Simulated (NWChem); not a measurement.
Species: CH4BeS2; SMILES [S](C)[Be][SH]

```xyz
8

Be     0.2680    -0.4459     0.0572
S     -0.2054    -2.2923     0.1116
H     -0.1985    -2.4043    -1.2374
S      0.7613     1.3865     0.0239
C     -0.8699     2.2237    -0.0099
H     -1.4468     1.9500    -0.9028
H     -0.6675     3.3025    -0.0423
H     -1.4533     2.0045     0.8938
```
Atoms are numbered in this order, from 1.

The geometry was optimised at PBE0/def2-SVP.

Task: Give the principal values of the shielding tensors (ppm) of Be1, S2, S4, C5 from Hartree-Fock/6-31G* (spherical d), GIAO (NWChem), with their diamagnetic and paramagnetic parts as GIAO splits them.

Result: 
```tsv
atom	σ11	σ22	σ33	isotropic	diamagnetic	paramagnetic
Be1	61.7	62.6	157.0	93.8	149.0	-55.2
S2	701.7	784.1	865.3	783.7	1056.6	-272.9
S4	667.5	757.6	853.3	759.5	1056.4	-297.0
C5	186.2	188.7	202.6	192.5	253.1	-60.6
```
